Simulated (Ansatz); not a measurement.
Start from `CC(Br)Br` and change one atom or group to get `BrC(Br)I`.

Ansatz, PBE0-D4/def2-TZVP geometries, multiplicity 1. 

Elements past krypton have def2 core potentials. Scalar relativity is left out up to krypton. Spin–orbit coupling is left out; it splits and shifts lone-pair levels of the heavy atoms by tenths of an eV.

```csv
property,`CC(Br)Br`
HOMO–LUMO gap (PBE0/def2-TZVPP) / eV,7.09
LUMO energy (PBE0/def2-TZVPP) / eV,-0.85
LUMO energy (ωB97M-V/def2-TZVPP) / eV,1.23
HOMO–LUMO gap (B3LYP/def2-TZVPP) / eV,6.57
HOMO–LUMO gap (ωB97M-V/def2-TZVPP) / eV,11.39
size of the dipole moment (ωB97M-V/def2-TZVPP) / D,1.96
```

Question: What does the change do to each property? (Estimate.)

Answer: The calculation gave: 
```tsv
property	`BrC(Br)I`	shift
HOMO–LUMO gap (PBE0/def2-TZVPP) / eV	5.43	-1.66
LUMO energy (PBE0/def2-TZVPP) / eV	-2.23	-1.38
LUMO energy (ωB97M-V/def2-TZVPP) / eV	-0.20	-1.43
HOMO–LUMO gap (B3LYP/def2-TZVPP) / eV	4.95	-1.62
HOMO–LUMO gap (ωB97M-V/def2-TZVPP) / eV	9.61	-1.78
size of the dipole moment (ωB97M-V/def2-TZVPP) / D	0.86	-1.10
```

With PBE0 the HOMO rises by 0.29 eV and the LUMO falls by 1.38 eV, so the gap narrows by about 1.67 eV. PBE moves the HOMO by 0.20 eV and ωB97M-V by 0.34 eV. The zero-point energy changes by -101.4 kJ/mol with -9 modes. Dipoles are sizes alone; their direction can turn.

B3LYP here is the variant with VWN-RPA as its local correlation; programs differ in this.
